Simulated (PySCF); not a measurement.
## Calculated data, GeH6NSi

Calculation on a computer-drawn molecule: the log of a Hartree-Fock and frozen-core CCSD(T) single point meant for a local Hartree-Fock minimum, with one planted fault or none, to be diagnosed. Offsets are logged minus clean, where the clean run is the same molecule without the fault. The reference is restricted for singlets and unrestricted otherwise, and also for a bond in bohr or an excited solution. Adding or removing an electron swaps singlet and doublet. The excited solution moves the top pair (singlet) or top alpha electron (doublet) to the lowest empty orbital. Highest occupied and lowest empty are orbital energies over both spins, largest force is the largest gradient component, triples share is (T) over the correlation energy, the T1 limit is 0.02 restricted and 0.045 unrestricted, electrons count all cores, a negative frequency is imaginary (commonest isotopes), and the dipole is about the centre of nuclear charge; on germanium a core potential holds 10 electrons, which the energies leave out, and 3d is frozen in MP2 and coupled-cluster steps. Program: PySCF 2.14.0.

```yaml
- formula: GeH6NSi
  logged_structure:
    atoms_angstrom:
      - ["N", 0.8586, 0.4391, -1.8014]
      - [Si, -0.3594, 0.5988, -0.664]
      - [Ge, -0.8172, -1.6115, 0.4581]
      - [H, 1.8293, 0.5963, -1.6038]
      - [H, 0.6936, 0.2371, -2.7699]
      - [H, -1.6869, 0.8592, -1.2306]
      - [H, 0.0111, 1.3929, 0.5122]
      - [H, -1.8605, -1.8501, 1.5479]
      - [H, -0.0972, -2.9239, 0.1572]
  given:
    meant_charge: 1
    meant_multiplicity: 1
    meant_basis: "cc-pV(D+d)Z"
    meant_basis_and_core_potential_on_germanium: "cc-pVDZ-PP ECP10MDF"
    logged_electrons: 58
    logged_basis_functions: 90
    logged_SCF_converged: "yes"
    logged_spin_squared: 0.0
    "logged_highest_occupied [eV]": -10.856
    "logged_lowest_empty [eV]": -9.276
    "logged_largest_force [hartree/bohr]": 0.089631
    "logged_dipole_magnitude [debye]": 6.7833
    logged_SCF_stable_within_its_kind: "no"
    "logged_energy_HF [hartree]": -639.69919
    possible_faults: "no fault, one electron removed, one electron added, multiplicity raised by two, geometry at a saddle point, SCF held on an excited solution, minimal basis STO-3G, one bond length entered in bohr, all coordinates scaled"
    drawn_bonds_atom: [1, 2, 1, 1, 2, 2, 3, 3]
    drawn_bonds_other_atom: [2, 3, 4, 5, 6, 7, 8, 9]
    drawn_bonds_order: [1, 1, 1, 1, 1, 1, 1, 1]
  results:
    planted_fault: "SCF held on an excited solution"
    "HF_energy_offset_from_clean_run [kcal/mol]": 197.1
  notes: ["coupled-cluster numbers left out as unreliable"]
```
